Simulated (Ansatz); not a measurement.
Reaction (redistribution): `FB(S)O[SiH3]` + `B[N]1[CH2][AlH]1` → `[SiH3][N]1[CH2][AlH]1` + `BOB(F)S`

Program: Ansatz. Geometries: PBE0-D4/def2-TZVP. ΔE: electronic, gas phase. CCSD(T)/CBS is the MP2 limit (def2-TZVPP, def2-QZVPP) plus CCSD(T) − MP2 in def2-TZVPP, frozen cores. DFT in def2-TZVPP. Each species was taken in one conformer, which may not be the lowest.

```csv
level,ΔE (kcal/mol)
revPBE-D4,9.8
CAM-B3LYP-D4,10.9
BLYP,11.0
SCS-MP2/def2-QZVPP,10.2
```

(1) What does CCSD(T)/CBS give? (Best estimate.)

Largest T1 diagnostic among the species: 0.014.

## Answers

(1) Computed: +9.9 kcal/mol. The listed levels differ from it by -0.1, 1.0, 1.1, 0.3 kcal/mol.

At CCSD(T), def2-SVP lies −1.8 kcal/mol from the extrapolated value and def2-TZVPP +0.1 kcal/mol. Leaving LDA and LC-ωPBE aside and taking each functional with its dispersion term where it has one, the values spread over 1.0 kcal/mol, from revPBE-D4 to CAM-B3LYP-D4.
